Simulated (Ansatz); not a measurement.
Reaction (redistribution): `[OH][Mg][F]` + `NCBO` → `[OH][Mg][OH]` + `NCBF`

Calculated with Ansatz (gas phase, PBE0-D4/def2-TZVP geometries, no zero-point term in ΔE). CCSD(T)/CBS is the MP2 limit (def2-TZVPP, def2-QZVPP) plus CCSD(T) − MP2 in def2-TZVPP, frozen cores. This one scheme is used for every species. Functionals use def2-TZVPP. B3LYP here is the variant with VWN-RPA as its local correlation; programs differ in this. For Mg outer-core shells are correlated without core-valence functions, which leaves a few kJ/mol of doubt a bond. One conformer a species, not always the lowest.

`[OH][Mg][F]`:

```xyz
4

O    -0.128   -1.079    0.006
Mg    0.017    0.668   -0.047
F     0.120    2.414   -0.130
H    -0.008   -2.003    0.171
```

`NCBO`:

Cartesian coordinates in Å:
```
N 0.166 -1.050 0.643
C -0.670 -0.132 -0.145
B 0.189 1.123 -0.578
O 1.399 1.259 -0.011
H 0.639 -1.708 0.037
H -0.380 -1.595 1.296
H -1.473 0.252 0.498
H -1.187 -0.609 -0.988
H -0.189 1.958 -1.351
H 1.506 0.502 0.598
```

`[OH][Mg][OH]`:

Cartesian coordinates in Å:
```
O 0.698 -1.396 -0.828
Mg 0.000 -0.002 0.002
O -0.699 1.388 0.839
H 0.685 -2.175 -1.367
H -0.683 2.184 1.354
```

`NCBF`:

Z-matrix (Å, degrees):
```
C
B 1 1.555
N 1 1.448 2 115.4
H 1 1.099 2 107.4 3 -123.5
H 1 1.111 2 104.1 3 127.0
F 2 1.326 1 120.2 3 -11.5
H 2 1.200 1 122.7 3 171.2
H 3 1.010 1 112.1 2 162.4
H 3 1.011 1 111.5 2 41.0
```

```
             level  ΔE (kcal/mol)  difference from CCSD(T)/CBS
            PBE-D4           18.2                          1.6
         r2SCAN-D4           16.8                          0.2
           ωB97X-V           16.8                          0.2
           ωB97M-V           16.9                          0.3
               PBE           17.9                          1.3
            r2SCAN           16.7                          0.1
              PBE0           17.2                          0.6
             B3LYP           16.2                         -0.4
     HF/def2-TZVPP           13.1                         -3.5
    MP2/def2-TZVPP           17.0                          0.4
   CCSD/def2-TZVPP           16.1                         -0.5
CCSD(T)/def2-TZVPP           16.8                          0.2
     HF/def2-QZVPP           13.5                         -3.1
    MP2/def2-QZVPP           17.0                          0.4
      HF/CBS(def2)           13.6                         -3.0
     MP2/CBS(def2)           16.8                          0.2
       CCSD(T)/CBS           16.6                            0
```

Largest T1 diagnostic among the species: 0.012.

In def2-TZVPP, CCSD(T) changes the Hartree–Fock value by +3.8 kcal/mol (the triples alone add +0.7 kcal/mol) and MP2 by +3.9 kcal/mol.
